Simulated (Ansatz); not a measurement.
`BC[O][Al]([F])[SH]` + `COCN` → `BNCOC` + `C[O][Al]([F])[SH]`  (ligand exchange at a B–C bond)

Calculated with Ansatz (gas phase, PBE0-D4/def2-TZVP geometries, no zero-point term in ΔE). CCSD(T)/CBS is the MP2 limit (def2-TZVPP, def2-QZVPP) plus CCSD(T) − MP2 in def2-TZVPP, frozen cores. This one scheme is used for every species. Functionals use def2-TZVPP. B3LYP here is the variant with VWN-RPA as its local correlation; programs differ in this. One conformer a species, not always the lowest.

`BC[O][Al]([F])[SH]`:

Cartesian coordinates in Å:
```
B -1.740 -0.841 -0.141
C -0.777 0.016 -0.996
O 0.526 0.243 -0.515
Al 1.176 0.643 0.974
F 0.227 1.167 2.211
S 3.310 0.542 1.291
H -1.400 -1.313 0.907
H -2.844 -1.043 -0.555
H -0.707 -0.477 -1.983
H -1.278 0.971 -1.233
H 3.506 0.092 0.039
```

`COCN`:

Z-matrix (Å, degrees):
```
C
O 1 1.400
H 1 1.100 2 111.4
H 1 1.090 2 107.6 3 119.0
H 1 1.098 2 112.4 3 -122.0
C 2 1.415 1 113.6 3 55.3
N 6 1.428 2 116.9 1 70.1
H 6 1.091 2 104.6 1 -169.4
H 6 1.099 2 109.3 1 -53.1
H 7 1.011 6 111.6 2 54.6
H 7 1.010 6 112.9 2 -68.6
```

`BNCOC`:

Z-matrix (Å, degrees):
```
C
N 1 1.425
O 1 1.404 2 109.3
H 1 1.102 2 110.8 3 -120.3
H 1 1.098 2 108.4 3 120.9
B 2 1.387 1 126.1 3 -110.9
H 2 1.009 1 113.6 3 65.9
C 3 1.402 1 112.0 2 -176.7
H 6 1.196 2 118.9 1 178.8
H 6 1.197 2 118.7 1 -1.9
H 8 1.099 3 111.6 1 59.9
H 8 1.090 3 107.4 1 179.3
H 8 1.099 3 111.6 1 -61.5
```

`C[O][Al]([F])[SH]`:

Cartesian coordinates in Å:
```
C 0.084 0.082 1.797
O -0.271 0.410 0.485
Al 0.002 -0.120 -1.070
F 0.956 -1.425 -1.386
S -0.925 0.942 -2.707
H 0.742 -0.793 1.845
H 0.600 0.926 2.265
H -0.815 -0.133 2.383
H -0.375 0.112 -3.612
```

(1) Is it downhill or uphill in electronic energy at CCSD(T)/CBS, and by how much? (An estimate is asked.)

(2) What do these levels give: PBE-D4, B3LYP-D4, ωB97M-V, PBE, r2SCAN, PBE0, HF/def2-TZVPP, SCS-MP2/def2-TZVPP, CCSD/def2-TZVPP, HF/def2-QZVPP, SCS-MP2/def2-QZVPP, MP2/CBS(def2)? (Estimate.)

Largest T1 diagnostic among the species: 0.012.

Answers

(1) Computed: Downhill: ΔE = -145.3 kJ/mol.

(2) Ansatz gave: PBE-D4 -141.6, B3LYP-D4 -145.9, ωB97M-V -142.7, PBE -143.3, r2SCAN -143.2, PBE0 -143.9, HF/def2-TZVPP -147.1, SCS-MP2/def2-TZVPP -150.2, CCSD/def2-TZVPP -146.7, HF/def2-QZVPP -147.5, SCS-MP2/def2-QZVPP -149.4, MP2/CBS(def2) -148.2 kJ/mol.
